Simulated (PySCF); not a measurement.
Species: C2H9NPSi (doublet state).
Geometry (GFN2-xTB, Å), atoms numbered from 1 in this order:
```
atom  x, y, z in Å
C1     2.4401   -0.2292    0.0687
N2     1.0239   -0.1616    0.2984
C3     0.2585    0.8774   -0.1535
Si4   -1.5699    0.7873   -0.3299
P5    -2.0056   -1.4026   -0.0153
H6     2.6855   -0.6065   -0.9324
H7     2.8957   -0.8886    0.8080
H8     2.8660    0.7685    0.1728
H9     0.5443   -1.0549    0.3329
H10    0.8049    1.7926   -0.3251
H11   -2.0578    1.1246   -1.6801
H12   -2.3602    1.5976    0.6182
H13   -3.3594   -1.2927   -0.2378
H14   -2.1665   -1.3123    1.3529
```

The hyperfine couplings belong to this conformer and change with its torsions.

Identity: `CN[CH][SiH2]P` [radical].

Method: UKS B3LYP, pcH-1 on C H N P Si, non-relativistic, mean-field spin-orbit, GIAO (PySCF). Geometry: GFN2-xTB, one conformer, isolated molecule. The geometry wasn't refined by DFT: couplings that depend on bond lengths, twists or pyramidal angles can differ widely from those at the functional's own minimum. The frame is twisted about the N2–C3 bond at this geometry (dihedral H9–N2–C3–Si4 = 13°); couplings at other torsion angles weren't computed. The SCF solution wasn't tested for stability.

(1) Break the g tensor into its mass correction, gauge correction and orbital-Zeeman/spin–orbit terms.

(2) What are the electron Larmor frequencies g μB B/h along the three axes at 3350 mT?

(3) At 94.301 GHz, how far is the centre of the isotropic spectrum from where a free electron (g = 2.002319) resonates?

(4) In a frozen sample, at which fields do the three g values resonate at 9.5, 34, 94 and 263 GHz (hyperfine left aside), and which band first spreads them over more than twice a line width of 1.0 mT?

Answers

(1) 
```
                    Δg (ppm)     1     2     3
relativistic mass correction  -166  -166  -166
            gauge correction    -3    40    26
   orbital Zeeman/spin–orbit   -26   642  1488
                       total  -194   516  1349
```

So g = 2.00213, 2.00284, 2.00367 and g_iso = 2.00288; the tensor is rhombic: the two nearest values differ by 46 % of g3 − g1. Axes: g2 points within 11° of the N2–C3 bond.

(2) 93.8745, 93.9078, 93.9468 GHz for g1, g2 and g3, a range of 72.3 MHz.

(3) B = hν/(g μB) with μB/h = 13.99624 MHz/mT gives 3364.89 mT for the free electron and 3363.96 mT at g_iso, 0.94 mT lower.

(4) 
```csv
band,GHz,B(g3) mT,B(g2) mT,B(g1) mT,spread mT
X,9.5,338.76,338.90,339.02,0.26
Q,34.0,1212.39,1212.89,1213.32,0.93
W,94.0,3351.90,3353.29,3354.48,2.58
J,263.0,9378.18,9382.08,9385.40,7.23
```

The spread grows in proportion to the frequency. W band is the first where it exceeds 2.0 mT.

Largest spin populations (Mulliken): C3 (+0.72) and N2 (+0.24). The angles at C3 add up to 359.8°, so it is planar; its axial dipolar tensor and the negative coupling of its proton fit spin in a p orbital normal to that plane.

The HOMO–LUMO gaps are 4.41 eV among the α and 5.94 eV among the β orbitals.

On one thread of an Arm Neoverse V2 (shared host), this took 48 s of wall time (grids of density and orbitals included) and 0.86 GiB of memory at its peak.
